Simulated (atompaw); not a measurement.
## Before and after: PAW (atompaw) potential for Al (Z = 13)

atompaw 4.2.0.5 input, output lines left out:

```
Al 13
LDA-PW loggrid 1500 logderivrange -3 5 201
3 3 0 0 0 0
3 1 1
0 0 0
c
c
v
c
v
2
2.95 2.60 2.35 1.70
y
0.2
n
y
1.65
n
y
0.35
y
0.7
n
custom rrkj gramschmidtortho sinc
3 0.5 troulliermartins
2.95
2.95
2.95
2.95
2.95
2.95
```

Change: local potential bessel scheme, radius 2.35 bohr.

Cutoffs: the cutoffs (Ry, on a coarse ladder) from which the occupation-weighted sum of valence levels, in a spherical-Bessel basis at the reference potential, stays within 10 and 1 mRy of its value at 400 Ry; they do not see the model core or the augmentation charge, which bear on the density cutoff.

Question: What does the change do?

Answer: Both files are so soft that the ladder of cutoffs tells neither apart; the range in which the d phases agree widens (upper end 1.7 → 2.9); neither file shows a bound ghost.

```csv
quantity,base,changed
"cutoff, loose",6 Ry,6 Ry
"cutoff, tight",6 Ry,6 Ry
bound ghosts,none,none
s: phases at 2.96 bohr within 0.05 rad from the reference energy up to (Ry; the scan ends near 5),1.7,1.8
p: phases at 2.96 bohr within 0.05 rad from the reference energy up to (Ry; the scan ends near 5),2.8,2.6
d: phases at 2.96 bohr within 0.05 rad from the reference energy up to (Ry; the scan ends near 5),1.7,2.9
lowest overlap eigenvalue by channel,"s 0.41, p 0.04, d 0.97","s 0.47, p 0.56, d 0.97"
```

 The cutoffs see the waves, projectors and local potential, not the compensation charge or the core.
